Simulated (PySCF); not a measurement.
# W(2+): ionisation energy

W(2+) [Xe] 4f14 5d4 (5D) → W(3+) [Xe] 4f14 5d3 (4F), as a difference of total energies. Calculation: PySCF 2.14, in aug-cc-pVDZ-PP with ECP60MDF (5s5p4d2f, 54 functions); a scalar-relativistic core potential. Correlated levels: valence: 5s2 5p6 frozen. The calculations carry no spin-orbit coupling.

```tsv
method	ionisation energy (eV)
UHF	24.783
PBE	26.071
PBE0	25.958
r2SCAN	25.854
M06-2X	25.861
PBEsol	26.098
wB97X-V	25.543
MP2 (valence)	25.171
SCS-MP2 (valence)	24.913
```

Task: Estimate what TPSS gives.

Result: 25.723 eV, closest to r2SCAN among the rows shown.

Task: Estimate what LDA gives.

Result: 26.318 eV, closest to PBEsol among the rows shown.

The reference lies between the lowest fine-structure levels, while these numbers refer to the centres of the terms.

Errors of the correlated levels include the incompleteness of this basis and the frozen core.

For comparison: 26 ± 0.4 eV (semi-empirical (NIST evaluation); NIST Atomic Spectra Database, ionization energies).
